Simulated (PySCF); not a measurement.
PySCF 2.14 output of a UHF calculation on a single atom or ion in def2-TZVP (6s5p4d1f, 48 functions), with the non-relativistic Hamiltonian (point nucleus):

```
SCF conv_tol = 1e-09
number electrons alpha = 18  beta = 15
cycle= 1 E= -2399.51162182209  delta_E= -1.35e-09  |g|= 1.58e-05  |ddm|= 0.000114
cycle= 2 E= -2399.51162182228  delta_E= -1.9e-10  |g|= 6.59e-06  |ddm|= 4.12e-05
converged SCF energy = -2399.51162182228  <S^2> = 3.7506844  2S+1 = 4.0003422
```

The run itself started from symmetry-adapted Hartree-Fock orbitals and held the occupation by maximum overlap, so the iterations belong to that start.

Which element, charge and spin multiplicity is this?

Se⁺ (selenium, charge +1), multiplicity 4; the state was [Ar] 3d10 4s2 4p3, high-spin 4S determinant.
